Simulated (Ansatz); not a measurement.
Start from `O[SiH](F)[SiH2]Cl` and change one atom or group to get `[OH][GeH2][SiH](O)F`.

Ansatz, PBE0-D4/def2-TZVP geometries, multiplicity 1. Each molecule was computed in one conformer, which needn't be the lowest.

Scalar relativity is left out up to krypton.

| property | `O[SiH](F)[SiH2]Cl` |
| --- | --- |
| LUMO energy (B3LYP/def2-TZVPP) / eV | -1.23 |
| HOMO energy (PBE0/def2-TZVPP) / eV | -8.22 |
| LUMO energy (PBE0/def2-TZVPP) / eV | -1.05 |
| HOMO energy (PBE/def2-TZVPP) / eV | -6.96 |
| LUMO energy (ωB97M-V/def2-TZVPP) / eV | 0.75 |
| HOMO energy (B3LYP/def2-TZVPP) / eV | -8.03 |

Question: Give the same properties after the change, and the shifts. (Estimate.)

Answer: Ansatz gave: 
| property | `[OH][GeH2][SiH](O)F` | shift |
| --- | --- | --- |
| LUMO energy (B3LYP/def2-TZVPP) / eV | -0.95 | 0.28 |
| HOMO energy (PBE0/def2-TZVPP) / eV | -8.14 | 0.08 |
| LUMO energy (PBE0/def2-TZVPP) / eV | -0.72 | 0.33 |
| HOMO energy (PBE/def2-TZVPP) / eV | -6.72 | 0.24 |
| LUMO energy (ωB97M-V/def2-TZVPP) / eV | 1.01 | 0.26 |
| HOMO energy (B3LYP/def2-TZVPP) / eV | -7.94 | 0.09 |

With PBE0 the HOMO rises by 0.08 eV and the LUMO rises by 0.33 eV, so the gap widens by about 0.25 eV. PBE moves the HOMO by 0.24 eV and ωB97M-V by 0.04 eV.

B3LYP here is the variant with VWN-RPA as its local correlation; programs differ in this.
